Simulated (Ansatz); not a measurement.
The same hydrolysis along the group F, Cl, Br.

Program: Ansatz. Geometries: PBE0-D4/def2-TZVP. ΔE: electronic, gas phase. CCSD(T)/CBS is the MP2 limit (def2-TZVPP, def2-QZVPP) plus CCSD(T) − MP2 in def2-TZVPP, frozen cores. This one scheme is used for every species. For Br outer-core shells are correlated without core-valence functions, which leaves a few kJ/mol of doubt a bond. Scalar relativity is left out up to krypton. Each species was taken in one conformer, which may not be the lowest.

```
                                              reaction  CCSD/CBS(def2) (kJ/mol)  CCSD(T)/CBS(def2) (kJ/mol)
 `CO[SiH](F)O[SiH3]` + H₂O → `CO[SiH](O)O[SiH3]` + H–F                       46                          45
`CO[SiH](Cl)O[SiH3]` + H₂O → `CO[SiH](O)O[SiH3]` + HCl                       -4                          -2
`CO[SiH](Br)O[SiH3]` + H₂O → `CO[SiH](O)O[SiH3]` + HBr                       -8                          -6
```

Largest T1 diagnostic: 0.011, for `CO[SiH](F)O[SiH3]`.
